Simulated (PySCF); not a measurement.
# Sm⁴³⁺ (samarium, charge +43) across methods

[Ar] 3d1, 2D determinant. All numbers are calculated (PySCF 2.14, the spin-free X2C one-electron Hamiltonian (Gaussian nucleus), in an uncontracted even-tempered set (18 s from 8.4 bohr⁻², ratio 2.5; 12 p from 11 bohr⁻², ratio 2.5; 7 d from 11 bohr⁻², ratio 2.5; 4 f from 38 bohr⁻², ratio 2.7; 3 g from 57 bohr⁻², ratio 2.7)).

```tsv
method	E (hartree)	mean ε 3p α (eV)	mean ε 3p β (eV)	mean ε 3d α (eV)	Σ⟨r²⟩ (bohr²)	⟨S²⟩
BP86	-8842.82	-3569.4	-3564.4	-3291.9	0.6237	0.750
PBE	-8841.48	-3568.8	-3563.8	-3291.4	0.6239	0.750
LDA	-8833.36	-3567.3	-3562.2	-3289.0	0.6243	0.750
UHF	-8840.27460	-3622.3	-3611.5	-3345.9	0.6243	0.750
r2SCAN	-8841.75	-3574.2	-3568.3	-3296.2	0.6240	0.750
PBE0	-8841.41	-3582.7	-3576.3	-3305.3	0.6240	0.750
```

(1) Estimate the same row for PW91.

Spin-orbit coupling, absent here, splits the open shell strongly.

Results:

(1) E (hartree) = -8842.31; mean ε 3p α (eV) = -3569.3; mean ε 3p β (eV) = -3564.3; mean ε 3d α (eV) = -3292.2; Σ⟨r²⟩ (bohr²) = 0.6239; ⟨S²⟩ = 0.750.
